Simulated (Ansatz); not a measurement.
A made-up structure of B$_{2}$H$_{3}$OF, singlet:

O1  (-0.198, 0.926, -1.229)
B2  (0.133, 0.516, 0.019)
B3  (-0.076, -1.120, 0.454)
F4  (-1.184, -1.520, 1.069)
H5  (-1.756, -1.709, 1.751)
H6  (0.602, 1.320, 0.790)
H7  (0.753, -1.980, 0.283)
(Å)

It is relaxed with PBE-D4/def2-SVP and then PBE0-D4/def2-TZVP (Ansatz 0.2.0). Atoms count as bonded within 1.22 times the sum of their covalent radii (H–H: 0.88 Å). The end point is not checked to be a true minimum.

(1) Does its bonding change? (Judge from chemistry; the calculation decides.)

Results:

(1) By the calculation: Yes. Formed: O1–B3; broken: B3–F4.

Where it ends: The first stage lowers the energy by 4.49 eV in 27 steps. It ends as a complex of B₂H₂O ([BH]1[BH][O]1) + HF:
```
7
angstrom
O 1.0090 0.0640 -0.5581
B 0.0493 0.4237 0.3570
B 0.3195 -1.0510 -0.1467
F -2.0028 -1.3092 1.8466
H -1.3091 -0.9944 1.2969
H -0.2326 1.4839 0.7973
H 0.4397 -2.1854 -0.4561
```

Labels in which every atom is bracketed show which atoms are joined, not bond orders.

For scale, one of the runs: PBE0-D4/def2-TZVP relaxation, 142 basis functions, launched by `ansatz run in.yaml --threads 2 --pin off --events-out ev --progress --plain --max-ram 4352MiB`. The run took about 20 s on 2 CPU threads of an Arm Neoverse V2 (shared host).
